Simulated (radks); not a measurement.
The numbers below are computed, except where a source is named.
Problem. All-electron atom: Ir XVII in [Kr] 4d10 4f14 5s1 (not the ground configuration). Code: a radial shooting solver on a logarithmic mesh with Libxc functionals. Model: Dirac Kohn-Sham, PBE, spin-unpolarised, spherical densities, finite nucleus; Fermi nuclear charge, rms radius 5.4032 fm. Some entries of the table are withheld. Estimate them.

orbital  occ.  eigenvalue (eV)  <r> (bohr)
1s1/2       2              (1)     0.01744
2s1/2       2        -13622.70     0.07296
2p1/2       2        -13068.65     0.06016
2p3/2       4        -11440.26     0.06846
3s1/2       2        -3438.569         (2)
3p1/2       2              (3)      0.1799
3p3/2       4              (4)      0.1952
3d3/2       4        -2415.327      0.1703
3d5/2       6        -2338.077      0.1750
4s1/2       2              (5)      0.4221
4p1/2       2        -884.2440         (6)
4p3/2       4        -799.3005         (7)
4d3/2       4        -625.5846      0.4670
4d5/2       6        -609.6425      0.4775
5s1/2       1        -395.8000      0.8849
4f5/2       6        -386.8234      0.5015
4f7/2       8        -383.4521      0.5071

Solution. 
(1) 1s1/2 eigenvalue (eV): -76329.80
(2) 3s1/2 <r> (bohr): 0.1898
(3) 3p1/2 eigenvalue (eV): -3189.423
(4) 3p3/2 eigenvalue (eV): -2832.451
(5) 4s1/2 eigenvalue (eV): -989.7958
(6) 4p1/2 <r> (bohr): 0.4252
(7) 4p3/2 <r> (bohr): 0.4580
